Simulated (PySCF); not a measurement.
**Stationary points of [SeCl3]-**

These are results of PySCF, PBE0, basis Se def2-SVPD, Cl def2-SVPD (no relativity, density fitting), not measurements.

Relaxations began from a few typed shapes. The search is not exhaustive: other isomers or separated fragments can lie lower, and high-lying points may rest on an excited occupation.

```
   spin  group                              bonds                                angles  imaginary modes (cm⁻¹)  ΔE (kJ/mol)  ΔE with ZPE (kJ/mol)
singlet    C2v  Se–Cl 2.216 Å, Se–Cl 2.453 Å (×2)  Cl–Se–Cl 94.3° (×2), Cl–Se–Cl 171.3°                    none          0.0                   0.0
singlet    D3h                 Se–Cl 2.403 Å (×3)                  Cl–Se–Cl 120.0° (×3)                26i, 26i         13.7                     –
```

The lowest minimum found is the singlet C2v: Se–Cl 2.216 Å, Se–Cl 2.453 Å (×2); Cl–Se–Cl 94.3° (×2), Cl–Se–Cl 171.3°.

Counting electrons, selenium keeps 4 of its valence electrons outside its bonds, so the VSEPR class is AX3E2 and the expected shape is T-shaped (C2v), as computed.

For the lowest minimum: the lowest empty level of this anion is unbound, so it and the gap depend on the basis.
